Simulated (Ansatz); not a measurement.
The cluster Sr5Te5⁺. Charge 1, multiplicity 2. Geometry r2SCAN-D4/def2-SVP; atoms count from 1.

Cartesian coordinates in Å:
```
Sr 2.1655 4.0591 1.4015
Sr -2.5232 1.6533 3.7062
Sr 0.1571 -3.4579 -3.2265
Sr 3.9838 0.7439 -2.7255
Sr -3.7806 -2.9938 0.8441
Te -0.3028 3.6645 3.1452
Te -2.3898 -4.0482 -1.6551
Te -3.9984 -0.9480 3.0950
Te 4.0229 3.1335 -0.8325
Te 2.6655 -1.8064 -3.7523
```

In the def2 sets Sr, Te take a core potential; there is no spin–orbit coupling. Another isomer (doublet) lies 4.98 eV lower at PBE0-D4/def2-SVP; other spin states weren't run for this one.

Q: Estimate the Mulliken populations from the PBE0/def2-SVP orbitals of Ansatz.

A: 
```json
{"atom": "Sr1", "charge (e)": "0.86", "spin (α − β)": "-0.02"}
{"atom": "Sr2", "charge (e)": "0.86", "spin (α − β)": "-0.02"}
{"atom": "Sr3", "charge (e)": "0.86", "spin (α − β)": "-0.02"}
{"atom": "Sr4", "charge (e)": "0.86", "spin (α − β)": "-0.02"}
{"atom": "Sr5", "charge (e)": "0.86", "spin (α − β)": "-0.02"}
{"atom": "Te6", "charge (e)": "-0.66", "spin (α − β)": "0.22"}
{"atom": "Te7", "charge (e)": "-0.66", "spin (α − β)": "0.22"}
{"atom": "Te8", "charge (e)": "-0.66", "spin (α − β)": "0.22"}
{"atom": "Te9", "charge (e)": "-0.66", "spin (α − β)": "0.22"}
{"atom": "Te10", "charge (e)": "-0.66", "spin (α − β)": "0.22"}
```
Mulliken values and Mayer orders depend strongly on the basis.

Q: Where does the spin sit?

A: Summed by element: Sr -0.10, Te 1.10, of 1 unpaired in all. Largest on single atoms: Te8 0.22, Te10 0.22, Te7 0.22.

Q: And the Mayer bond orders between bonded heavy atoms (over 0.3)?

A: Sr1–Te6 0.90 (3.05 Å); Sr1–Te9 0.91 (3.05 Å); Sr2–Te6 0.90 (3.05 Å); Sr2–Te8 0.90 (3.05 Å); Sr3–Te7 0.90 (3.05 Å); Sr3–Te10 0.90 (3.05 Å); Sr4–Te9 0.91 (3.05 Å); Sr4–Te10 0.90 (3.05 Å); Sr5–Te7 0.90 (3.05 Å); Sr5–Te8 0.91 (3.05 Å).
